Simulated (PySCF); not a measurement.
**First hyperpolarisability: SMILES C=C(Cl)/C(Cl)=C/Cl, C4H3Cl3**

Geometry:
```
atom   x (Å)   y (Å)   z (Å)
  C1  -2.009  -0.645   0.271
  C2  -1.007   0.162  -0.096
 Cl3  -1.380   1.696  -0.833
  C4   0.424  -0.129   0.066
 Cl5   0.813  -1.645   0.794
  C6   1.404   0.709  -0.317
 Cl7   3.067   0.387  -0.137
  H8  -3.046  -0.350   0.113
  H9  -1.792  -1.608   0.733
 H10   1.160   1.666  -0.777
```

Computed, not measured: quadratic response CAM-B3LYP/def2-TZVPD first hyperpolarisability, Taylor convention, gas phase (PySCF 2.14.0). Geometry: PBE0-D3(BJ)/def2-SVP.

(1) What is the first hyperpolarisability, and how does it disperse?

(2) Which lowest excitations, dipole and polarisabilities go with it?

Answers

(1) In au, Taylor convention; the vector part is βᵢ = ⅓ Σⱼ (βᵢⱼⱼ + βⱼᵢⱼ + βⱼⱼᵢ); β∥ is 3/5 of the vector part along the dipole, the dipole points from − to +:
```tsv
process	λ (nm)	β vector norm	β∥	β HRS	depolarisation ratio
static β(0;0,0)	∞	281.4	-167.1	112.8	5.61
second harmonic β(−2ω;ω,ω)	1907	309.4	-183.6	124.1	5.58
Pockels β(−ω;ω,0)	1907	290.3	-172.3	–	–
second harmonic β(−2ω;ω,ω)	1064	388.5	-230.1	156.1	5.51
Pockels β(−ω;ω,0)	1064	311.5	-184.8	–	–
```

(2) S1 5.26 eV (f = 0.567); S2 5.70 eV (f = 0.000); S3 5.93 eV (f = 0.009); dipole 1.07 D; isotropic α 96.4 au static, 96.8 au at 1907 nm, 97.8 au at 1064 nm, 98.1 au at 953.5 nm, 102.6 au at 532 nm.
